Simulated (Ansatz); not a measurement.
GeH2Me(vinyl) (C₃H₈Ge). The state is a singlet with charge 0. Geometry r2SCAN-D4/def2-SVP; atoms count from 1.

```csv
atom,x (Å),y (Å),z (Å)
C1,1.422,-0.868,1.113
C2,-0.460,1.030,-0.641
C3,-1.755,1.361,-0.549
Ge4,0.208,-0.780,-0.417
H5,-1.003,-1.707,-0.203
H6,0.965,-1.221,-1.685
H7,1.818,-1.887,1.239
H8,0.897,-0.578,2.035
H9,2.271,-0.183,0.967
H10,0.270,1.828,-0.840
H11,-2.532,0.610,-0.355
H12,-2.103,2.395,-0.664
```

Estimate the Mulliken populations from the PBE0/def2-TZVP orbitals of Ansatz.


| atom | charge (e) |
| --- | --- |
| C1 | -0.50 |
| C2 | -0.25 |
| C3 | -0.25 |
| Ge4 | 0.20 |
| H5 | -0.01 |
| H6 | -0.01 |
| H7 | 0.14 |
| H8 | 0.15 |
| H9 | 0.14 |
| H10 | 0.12 |
| H11 | 0.13 |
| H12 | 0.13 |
Mulliken values depend strongly on the basis.

And the Mayer bond orders between heavy atoms (over 0.3)?

C1–Ge4 0.95 (1.96 Å); C2–C3 1.95 (1.34 Å); C2–Ge4 0.93 (1.94 Å).
